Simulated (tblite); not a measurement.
Run record: tight-binding relaxation, `CCN[SiH2][C@@H](C)C1CC1`.

Computed with GFN2-xTB geometry optimisation, gas phase (tblite 0.8.0). Start geometry: from a force field or distance geometry. A driver script takes a list of jobs; this job's settings line and coordinates (Å) are shown.

Command:
```bash
OMP_NUM_THREADS=1 python probes_run.py task.json out
```

Input:
```
{"job": {"kind": "relax", "xc": "GFN2-xTB", "basis": "xTB"}, "charge": 0, "multiplicity": 1}
C      3.871600     0.859200    -0.179800
C      2.990600    -0.385700    -0.257700
N      1.699400     0.010400     0.206700
Si     0.487100    -1.270100     0.206300
C     -1.167200    -0.569300    -0.203700
C     -2.207700    -1.662900    -0.056300
C     -1.616100     0.558600     0.684200
C     -2.984800     1.072600     0.253600
C     -1.786900     1.942400     0.155000
H      4.927000     0.642300    -0.006500
H      3.690700     1.426200    -1.135200
H      3.436100     1.455400     0.677100
H      3.411700    -1.173900     0.453000
H      2.996900    -0.832600    -1.263100
H      1.363700     0.802000    -0.398000
H      0.385500    -1.814300     1.594800
H      0.832400    -2.383300    -0.698800
H     -1.199300    -0.217800    -1.282100
H     -2.731900    -1.485400     0.926100
H     -2.954100    -1.564300    -0.855800
H     -1.763200    -2.663000     0.016800
H     -1.372600     0.481600     1.748700
H     -3.672900     1.137800     1.126200
H     -3.408700     0.640000    -0.689700
H     -1.802400     2.797700     0.873800
H     -1.446100     2.219000    -0.852600
```

Estimate the output.

```
step      E/eV     max force
  0    -769.20242    2.222
  1    -769.53759    0.984
  2    -769.64406    0.696
  3    -769.70951    0.588
  4    -769.74826    0.472
  5    -769.78255    0.395
  6    -769.82280    0.435
  7    -769.85777    0.459
  8    -769.88474    0.346
  9    -769.90582    0.280
... (120 lines left out)
130    -770.22605    0.018
131    -770.22613    0.020
132    -770.22621    0.020
133    -770.22628    0.016
134    -770.22634    0.014
135    -770.22638    0.017
136    -770.22643    0.015
137    -770.22648    0.014
138    -770.22652    0.013
139    -770.22655    0.010
```

«max force» is the largest atomic force in eV/Å.

From which step on does the largest force stay under 0.1 eV/Å, and how much energy is left to gain from there?

From step 63 (0.098 eV/Å), 31.1 meV above the end.

Summary of the converged run: energy lowered by 23.6 kcal/mol over 139 steps; largest atomic force 0.010 eV/Å at the end.

Where do the atoms end?

0.552 Å rms from the input after alignment:
```
atom  x, y, z in Å
C1     3.5301    1.1317    0.0622
C2     2.9343   -0.2356   -0.2527
N3     1.5009   -0.1579   -0.3815
Si4    0.4345   -1.4197    0.0594
C5    -1.3372   -0.7806   -0.2225
C6    -2.3436   -1.8817    0.0984
C7    -1.6337    0.4401    0.6165
C8    -2.7266    1.3875    0.2162
C9    -1.2916    1.8139    0.1290
H10    4.6062    1.0556    0.1952
H11    3.3281    1.8283   -0.7492
H12    3.0867    1.5257    0.9729
H13    3.1529   -0.9343    0.5563
H14    3.3955   -0.6351   -1.1680
H15    1.2233    0.5155   -1.0787
H16    0.6745   -1.7109    1.4784
H17    0.6057   -2.6743   -0.7003
H18   -1.4687   -0.5084   -1.2751
H19   -2.2554   -2.1835    1.1398
H20   -3.3632   -1.5361   -0.0692
H21   -2.1699   -2.7569   -0.5230
H22   -1.5191    0.2664    1.6805
H23   -3.3494    1.8227    0.9835
H24   -3.2522    1.1955   -0.7078
H25   -0.9257    2.5418    0.8373
H26   -0.8574    1.9127   -0.8546
```

The run took 1.2 s wall on an Intel Xeon 6975P-C with one thread, on a shared host.
Labels such as C1 count atoms from 1, the log's own numbers from 0.
